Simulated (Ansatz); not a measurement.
Reaction (cleavage of the Si–Si bond): `F[Si](F)(F)[SiH](Cl)Cl` + H₂S → `S[SiH](Cl)Cl` + `F[SiH](F)F`

Isolated molecules relaxed with PBE0-D4/def2-TZVP in Ansatz; ΔE leaves out vibrations. CCSD(T)/CBS adds triple-zeta CCSD(T) − MP2 to the extrapolated MP2 energy (def2 sets, frozen cores). This one scheme is used for every species. Functionals use def2-TZVPP. HSE06 is defined as in plane-wave codes. Each species was taken in one conformer, which may not be the lowest.

CCSD(T)/CBS gives -20.2 kcal/mol.

(1) Another level gave -17.7 kcal/mol. Which?
A. HSE06-D4/def2-TZVPP
B. MP2/def2-TZVPP
C. r2SCANh/def2-TZVPP
D. HF/def2-TZVPP

(2) What do rigid-rotor, harmonic-oscillator terms from PBE0-D4/def2-TZVP frequencies (298.15 K, 1 bar) make of the CCSD(T)/CBS value? (An estimate is asked.)

Largest T1 diagnostic among the species: 0.012.

Answers

(1) A. HSE06-D4 -17.7, HF/def2-TZVPP -21.1, r2SCANh -19.7, MP2/def2-TZVPP -22.6 kcal/mol.

(2) Computed: ΔZPE = +1.4 kcal/mol, ΔH = -19.8 kcal/mol, ΔS = -8 J/(mol·K), ΔG = -19.3 kcal/mol. Modes under 50 cm⁻¹ make the entropy rough.

From BLYP to BHLYP (50 % exact exchange), in def2-TZVPP and without D4, ΔE moves by −2.5 kcal/mol. The D4 term adds +1.0 kcal/mol with B3LYP and +0.7 kcal/mol with PBE0; it sums over pairs of atoms, weighted by their polarisabilities, and B3LYP, whose exchange is more repulsive, gets the larger term.

B3LYP here is the variant with VWN-RPA as its local correlation; programs differ in this.
